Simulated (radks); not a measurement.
Values are calculated unless marked as measured or tabulated.
Fractional charge and spin in the 4s shell of germanium: the spin-up occupation runs from 0 to 1 and the spin-down occupation from 0 to 1; the fullest corner is Ge2+, [Ar] 3d10 4s(up 1, down 1). Code: a radial shooting solver on a logarithmic mesh with Libxc functionals. Model: scalar-relativistic Kohn-Sham, PBE, spin-polarised, spherical densities, finite nucleus; Fermi nuclear charge, rms radius of each element as measured or else 0.836 A^(1/3) + 0.57 fm. Energy (eV) above the fullest corner. The planes named below are the two flat planes that join the four corners, with an edge along up + down = one added electron.

down \ up       0    0.25     0.5    0.75       1
0          81.133  68.401  56.375  45.049  34.414
0.25       68.401  56.476  45.243  34.698  24.832
0.5        56.375  45.243  34.791  25.015  15.906
0.75       45.049  34.698  25.015  15.995   7.631
1          34.414  24.832  15.906   7.631   0.000

Corners above the fullest one (they belong to Ge3+ and the next ion): (up 1, down 0) 34.414 eV, (up 0, down 1) 34.414 eV, (up 0, down 0) 81.133 eV. With half an added electron in each spin the energy lies 0.377 eV from the planes (fractional-spin error, the static-correlation error of a stretched bond), and with half an added electron in spin up alone -1.399 eV (fractional-charge error). For a frontier s shell over closed shells the exact functional lies on the planes.
